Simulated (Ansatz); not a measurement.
Calculated with Ansatz (gas phase, PBE0-D4/def2-TZVP geometries, no zero-point term in ΔE). CCSD(T)/CBS adds triple-zeta CCSD(T) − MP2 to the extrapolated MP2 energy (def2 sets, frozen cores). This one scheme is used for every species. Functionals use def2-TZVPP. B3LYP here is the variant with VWN-RPA as its local correlation; programs differ in this. HSE06 is defined as in plane-wave codes. One conformer a species, not always the lowest.

Reaction (cleavage of the P–Si bond): `N[SiH](F)P` + `OB(F)F` → `FB(F)OP` + `N[SiH2]F`

`N[SiH](F)P`:

Cartesian coordinates in Å:
```
N 0.284 1.074 1.122
Si -0.491 -0.136 0.219
F -0.995 -1.393 1.084
P 1.021 -0.977 -1.203
H 1.214 0.956 1.487
H -0.234 1.778 1.621
H -1.715 0.464 -0.360
H 0.084 -1.840 -1.829
H 0.832 0.073 -2.141
```

`OB(F)F`:

Z-matrix (Å, degrees):
```
B
O 1 1.345
F 1 1.327 2 122.2
F 1 1.317 2 119.5 3 -180.0
H 2 0.960 1 113.5 3 -0.0
```

`FB(F)OP`:

Z-matrix (Å, degrees):
```
B
F 1 1.318
O 1 1.345 2 119.5
F 1 1.325 2 118.1 3 179.4
P 3 1.671 1 125.6 2 -172.6
H 5 1.420 3 95.1 1 178.3
H 5 1.425 3 98.5 1 -89.0
```

`N[SiH2]F`:

Cartesian coordinates in Å:
```
N 0.725 -0.049 -0.755
Si -0.528 -0.007 0.387
F -0.082 0.470 1.853
H 1.075 0.787 -1.192
H 1.401 -0.794 -0.777
H -1.053 -1.380 0.551
H -1.538 0.974 -0.067
```

| level | ΔE (kcal/mol) |
| --- | --- |
| B3LYP-D4 | 10.9 |
| HSE06 | 14.3 |
| BHLYP | 8.8 |
| CAM-B3LYP | 9.1 |
| LC-ωPBE | 12.8 |
| HF/def2-QZVPP | 5.6 |
| SCS-MP2/def2-QZVPP | 9.9 |
| HF/CBS(def2) | 5.5 |

(1) What does CCSD(T)/CBS give? (An estimate is asked.)

Largest T1 diagnostic among the species: 0.013.

Answers

(1) Computed: +12.2 kcal/mol. The listed levels differ from it by -1.3, 2.1, -3.4, -3.1, 0.6, -6.6, -2.3, -6.7 kcal/mol.

The D4 term adds +1.0 kcal/mol with B3LYP and +0.5 kcal/mol with PBE0; it sums over pairs of atoms, weighted by their polarisabilities, and B3LYP, whose exchange is more repulsive, gets the larger term. From BLYP to BHLYP (50 % exact exchange), in def2-TZVPP and without D4, ΔE moves by −0.9 kcal/mol.
